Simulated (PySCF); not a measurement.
**Fractional electron number in Mo+ (molybdenum, charge +1)**

The 4d alpha orbital of [Kr] 4d5 is emptied in steps (occupation f), with all orbitals relaxed, ending at [Kr] 4d4. All numbers are calculated (PySCF 2.14, a scalar-relativistic core potential, in aug-cc-pVTZ-PP with ECP28MDF (6s6p5d3f2g, 88 functions)). The exact energy is a straight line in f; departures are measured from the line between the end points of the same method.

```tsv
f	UHF (eV)	LDA (eV)	PBE (eV)
1	0.000	0.000	0.000
0.9	0.112	-0.463	-0.455
0.7	0.253	-1.092	-1.071
0.5	0.291	-1.313	-1.286
0.3	0.237	-1.113	-1.089
0.1	0.098	-0.481	-0.470
0	0.000	0.000	0.000
```

Question: For UHF, how does the orbital energy at f = 1 compare with the removal energy?

Answer: −ε = 16.352 eV against a total-energy difference of 15.082 eV. By Janak's theorem ε = ∂E/∂f, so the gap between them reflects the curvature. Along the path −ε is 16.059 (f = 0.9), 15.520 (f = 0.7), 15.034 (f = 0.5), 14.593 (f = 0.3), 14.192 (f = 0.1) eV.

```json
{"method": "UHF", "E(f=0) − E(f=1) (eV)": "15.082", "−ε at f=1 (eV)": "16.352", "−ε at f=0.5 (eV)": "15.034"}
{"method": "LDA", "E(f=0) − E(f=1) (eV)": "16.638", "−ε at f=1 (eV)": "11.522", "−ε at f=0.5 (eV)": "16.575"}
{"method": "PBE", "E(f=0) − E(f=1) (eV)": "16.408", "−ε at f=1 (eV)": "11.382", "−ε at f=0.5 (eV)": "16.355"}
```

Reference removal energy between the ground levels: 16.16 ± 0.12 eV (semi-empirical (NIST evaluation); NIST Atomic Spectra Database, ionization energies). The calculation has no spin-orbit coupling. The determinant left behind need not be the lowest term of the ion. UHF lacks correlation.
